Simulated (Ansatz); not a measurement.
Consider the formal exchange of groups at the Al–O bond: `[OH][Al]1[CH2][NH]1` + `COCOC` → `C[O][Al]1[CH2][NH]1` + `COCO`.

Isolated molecules relaxed with PBE0-D4/def2-TZVP in Ansatz; ΔE leaves out vibrations. CCSD(T)/CBS is the MP2 limit (def2-TZVPP, def2-QZVPP) plus CCSD(T) − MP2 in def2-TZVPP, frozen cores. This one scheme is used for every species. Functionals use def2-TZVPP. B3LYP here is the variant with VWN-RPA as its local correlation; programs differ in this. Each species was taken in one conformer, which may not be the lowest.

| level | ΔE (kJ/mol) | difference from CCSD(T)/CBS |
| --- | --- | --- |
| PBE-D4 | 17.9 | -1.9 |
| r2SCAN-D4 | 19.2 | -0.6 |
| B3LYP-D4 | 16.1 | -3.7 |
| ωB97X-V | 17.9 | -1.9 |
| ωB97M-V | 18.6 | -1.2 |
| B2PLYP | 16.6 | -3.2 |
| PBE | 16.2 | -3.6 |
| r2SCAN | 18.7 | -1.1 |
| PBE0 | 15.5 | -4.3 |
| HF/def2-TZVPP | 10.6 | -9.2 |
| MP2/def2-TZVPP | 21.2 | 1.4 |
| CCSD(T)/def2-TZVPP | 19.7 | -0.1 |
| MP2/def2-QZVPP | 21.2 | 1.4 |
| SCS-MP2/def2-QZVPP | 18.6 | -1.2 |
| MP2/CBS(def2) | 21.3 | 1.5 |
| CCSD/CBS(def2) | 18.2 | -1.6 |
| CCSD(T)/CBS | 19.8 | 0 |

Largest T1 diagnostic among the species: 0.013.

In def2-TZVPP, CCSD(T) changes the Hartree–Fock value by +9.1 kJ/mol (the triples alone add +1.6 kJ/mol) and MP2 by +10.7 kJ/mol.
